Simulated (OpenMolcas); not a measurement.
# Cr⁴⁺: Racah parameters, the spin-orbit constant, worked from levels

- Program: OpenMolcas 26.06
- Basis: ANO-RCC-VQZP [7s6p4d3f2g1h]
- Scalar Hamiltonian: DKH2, point nucleus
- Active space: 8 electrons in 8 orbitals (RAS1 3p, at most 2 holes; RAS2 3d)
- State averaging: 2S+1 = 3 even, 10 roots; 2S+1 = 1 even, 15 roots
- Spin-orbit coupling: RASSI with atomic mean-field integrals over the reference wave functions, term energies averaged over their components

Methods: RASSCF; SS-RASPT2, IPEA 0.25 Eh, imaginary shift 0.1 Eh (closed shells correlated: 3s). Measured levels: Sugar and Corliss, J. Phys. Chem. Ref. Data 6, 317 (1977).

**Racah parameters.** Above ³F, d2 has ³P at 15B, ¹G at 12B + 2C and ¹D at 5B + 2C. The first two fix B and C, and the third tests them; where it misses by thousands of cm-1, two parameters do not describe the configuration (Trees and configuration-interaction terms are left out) and B and C hang on the terms chosen. Term energies are centres of gravity, weighted by 2J + 1.

```json
{"Source": "RASSCF", "³P": "17955", "¹G": "25376", "B": "1197", "C": "5506", "C/B": "4.60", "¹D from B, C": "16997", "¹D found": "14370"}
{"Source": "SS-RASPT2", "³P": "15742", "¹G": "21449", "B": "1049", "C": "4428", "C/B": "4.22", "¹D from B, C": "14101", "¹D found": "12465"}
{"Source": "measured", "³P": "15200", "¹G": "21360", "B": "1013", "C": "4600", "C/B": "4.54", "¹D from B, C": "14265", "¹D found": "12529"}
```

Energies in cm-1. From RASSCF to SS-RASPT2, B changes by -12.4 % and C by -19.6 %. Against the measured terms, SS-RASPT2 has B off by +3.6 % and C by -3.7 %.

**The spin-orbit constant.** For the Hund term ³F of d2, E(J) = (A/2) J(J+1) + constant and ζ = 2S·A = 2A. From J = 2 to J = 4 the energy changes by 7 A.

```json
{"Source": "RASSCF", "E(4) - E(2)": "1191.5", "A": "170.2", "ζ": "340"}
{"Source": "SS-RASPT2", "E(4) - E(2)": "1193.2", "A": "170.5", "ζ": "341"}
{"Source": "measured", "E(4) - E(2)": "1141.7", "A": "163.1", "ζ": "326"}
```

All in cm-1. SS-RASPT2 is off by +4.5 % and RASSCF by +4.4 %. Both methods take the spin-orbit matrix elements from the reference wave functions, so the second can move ζ only through the term energies and any multistate remixing. Second-order mixing with other terms is absorbed into this ζ.

Term energies are means over components that CASPT2 splits; among the terms shown or strongly mixed into the levels shown the widest spread is 340 cm-1 (3d² ¹G, SS-RASPT2). Active for correlation alone: 3p; no level in the range computed is led by a configuration that opens it, so any true level of that kind is missing. Without dynamic correlation excited terms often stand tens of per cent too high (terms of higher spin than the ground term too low), and those without a measured partner can miss by more than the paired ones (holds for RASSCF). Measured partners are found by configuration, term and J. A level has none where our copy of the source lacks it or the pairing is in doubt (some pairs that miss far off the trend of their configuration count as doubtful), and it then counts in no deviation. Only configurations of the active space appear.
